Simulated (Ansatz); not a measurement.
Consider the dimerisation: 2 `BCl` → `[BH2-]1[Cl+][BH2-][Cl+]1`.

Isolated molecules relaxed with PBE0-D4/def2-TZVP in Ansatz; ΔE leaves out vibrations. CBS: def2 TZ/QZ extrapolation, frozen cores. DFT in def2-TZVPP.

`BCl`:

Z-matrix (Å, degrees):
```
B
Cl 1 1.733
H 1 1.190 2 118.1
H 1 1.190 2 118.1 3 180.0
```

`[BH2-]1[Cl+][BH2-][Cl+]1`:

```xyz
8

B     0.697    0.844    0.654
Cl   -0.309   -0.718    1.252
B    -0.687   -0.849   -0.658
Cl   -0.272    1.021   -1.031
H     0.456    1.772    1.357
H     1.809    0.501    0.410
H     0.153   -1.525   -1.159
H    -1.847   -1.045   -0.826
```

| level | ΔE (kJ/mol) | difference from CCSD(T)/CBS |
| --- | --- | --- |
| LDA (SPW92) | -91.4 | -66.6 |
| revPBE-D4 | -43.5 | -18.7 |
| B2PLYP | -6.4 | 18.4 |
| BLYP | 11.9 | 36.7 |
| RPA@PBE/def2-TZVPP | -15.6 | 9.2 |
| CCSD/def2-SVP | -3.6 | 21.2 |
| HF/def2-TZVPP | 59.1 | 83.9 |
| SCS-MP2/def2-TZVPP | -15.0 | 9.8 |
| CCSD(T)/def2-TZVPP | -20.3 | 4.5 |
| HF/cc-pV(D+d)Z | 63.0 | 87.8 |
| CCSD(T)/CBS | -24.8 | 0 |

Largest T1 diagnostic among the species: 0.012.

From BLYP to BHLYP (50 % exact exchange), in def2-TZVPP and without D4, ΔE moves by −3.1 kJ/mol. The D4 term adds −18.2 kJ/mol with B3LYP and −9.3 kJ/mol with PBE0; it sums over pairs of atoms, weighted by their polarisabilities, and B3LYP, whose exchange is more repulsive, gets the larger term. Leaving LDA and LC-ωPBE aside and taking each functional with its dispersion term where it has one, the values, not all of them listed here, spread over 41.0 kJ/mol, from PBE-D4 to BHLYP-D4. LDA lies −55.9 kJ/mol from PBE without D4.

B3LYP here is the variant with VWN-RPA as its local correlation; programs differ in this.
